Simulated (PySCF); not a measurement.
dimethylboranyl formate (C3H7BO2), SMILES CB(C)OC=O. Atoms are numbered in the order given.

```xyz
13

C     -1.7208     1.5395    -0.1746
B     -0.7343     0.3398     0.0476
C     -1.2137    -1.1450     0.2123
O      0.6190     0.6925     0.1208
C      1.6853    -0.1369     0.0980
O      1.6989    -1.2575    -0.3200
H     -2.4784     1.2915    -0.9378
H     -1.2237     2.4826    -0.4452
H     -2.2899     1.7060     0.7597
H     -0.6448    -1.7060     0.9703
H     -2.2897    -1.2143     0.4327
H     -1.0271    -1.6754    -0.7394
H      2.5765     0.3912     0.5006
```
Charge 0, spin multiplicity 1.

Coordinates come from a B3LYP-D3(BJ)/def2-SVP optimisation. Other conformers were not sampled.

Calculation: PySCF with TDA-PBE/def2-SVPD.

Vertical excitations. Gas-phase values at a fixed geometry.

```json
[
 {"state": "S1", "energy (eV)": "4.79", "λ (nm)": "259", "f": "0.002", "main pairs": "HOMO→LUMO 99 %"},
 {"state": "S2", "energy (eV)": "5.55", "λ (nm)": "224", "f": "0.006", "main pairs": "HOMO−1→LUMO 97 %"},
 {"state": "S3", "energy (eV)": "6.24", "λ (nm)": "199", "f": "0.001", "main pairs": "HOMO→LUMO+1 98 %"},
 {"state": "S4", "energy (eV)": "6.52", "λ (nm)": "190", "f": "0.008", "main pairs": "HOMO→LUMO+2 93 %"},
 {"state": "S5", "energy (eV)": "6.66", "λ (nm)": "186", "f": "0.014", "main pairs": "HOMO−3→LUMO 70 %, HOMO−2→LUMO 24 %"},
 {"state": "S6", "energy (eV)": "7.02", "λ (nm)": "177", "f": "0.040", "main pairs": "HOMO−1→LUMO+1 71 %, HOMO−2→LUMO 18 %"},
 {"state": "S7", "energy (eV)": "7.20", "λ (nm)": "172", "f": "0.093", "main pairs": "HOMO−1→LUMO+1 21 %, HOMO−2→LUMO 19 %, HOMO−4→LUMO 17 %, HOMO−1→LUMO+2 14 %"},
 {"state": "S8", "energy (eV)": "7.27", "λ (nm)": "170", "f": "0.015", "main pairs": "HOMO−4→LUMO 71 %, HOMO−1→LUMO+2 19 %"},
 {"state": "S9", "energy (eV)": "7.36", "λ (nm)": "169", "f": "0.069", "main pairs": "HOMO−1→LUMO+2 61 %, HOMO−5→LUMO 14 %"},
 {"state": "S10", "energy (eV)": "7.44", "λ (nm)": "167", "f": "0.053", "main pairs": "HOMO→LUMO+3 68 %, HOMO−5→LUMO 28 %"},
 {"state": "T1", "energy (eV)": "4.37", "λ (nm)": "284", "f": "0", "main pairs": "HOMO→LUMO 99 %"},
 {"state": "T2", "energy (eV)": "5.19", "λ (nm)": "239", "f": "0", "main pairs": "HOMO−1→LUMO 97 %"},
 {"state": "T3", "energy (eV)": "5.88", "λ (nm)": "211", "f": "0", "main pairs": "HOMO−2→LUMO 71 %, HOMO→LUMO+1 13 %"},
 {"state": "T4", "energy (eV)": "6.03", "λ (nm)": "205", "f": "0", "main pairs": "HOMO→LUMO+1 83 %, HOMO−2→LUMO 14 %"}
]
```
Triplets are in the Tamm–Dancoff approximation.
